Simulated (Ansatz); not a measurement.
`[CH3][In]([SiH3])[Cl]` and `[CH3][InH][Cl]` differ in one atom or group.

Ansatz, PBE0-D4/def2-TZVP geometries, multiplicity 1. 

Elements past krypton have def2 core potentials.

```csv
property,`[CH3][In]([SiH3])[Cl]`
HOMO energy (PBE0/def2-TZVPP) / eV,-7.42
HOMO energy (B3LYP/def2-TZVPP) / eV,-7.19
HOMO–LUMO gap (ωB97M-V/def2-TZVPP) / eV,9.16
size of the dipole moment (ωB97M-V/def2-TZVPP) / D,3.32
LUMO energy (PBE0/def2-TZVPP) / eV,-1.84
LUMO energy (ωB97M-V/def2-TZVPP) / eV,-0.27
```

Q: What does the change do to each property? (Estimate.)

A: Computed: 
```csv
property,`[CH3][InH][Cl]`,shift
HOMO energy (PBE0/def2-TZVPP) / eV,-7.87,-0.45
HOMO energy (B3LYP/def2-TZVPP) / eV,-7.63,-0.44
HOMO–LUMO gap (ωB97M-V/def2-TZVPP) / eV,9.94,0.78
size of the dipole moment (ωB97M-V/def2-TZVPP) / D,3.40,0.08
LUMO energy (PBE0/def2-TZVPP) / eV,-1.59,0.25
LUMO energy (ωB97M-V/def2-TZVPP) / eV,-0.11,0.16
```

With PBE0 the HOMO falls by 0.45 eV and the LUMO rises by 0.25 eV, so the gap widens by about 0.70 eV. PBE moves the HOMO by -0.29 eV and ωB97M-V by -0.63 eV. Dipoles are sizes alone; their direction can turn.

B3LYP here is the variant with VWN-RPA as its local correlation; programs differ in this.
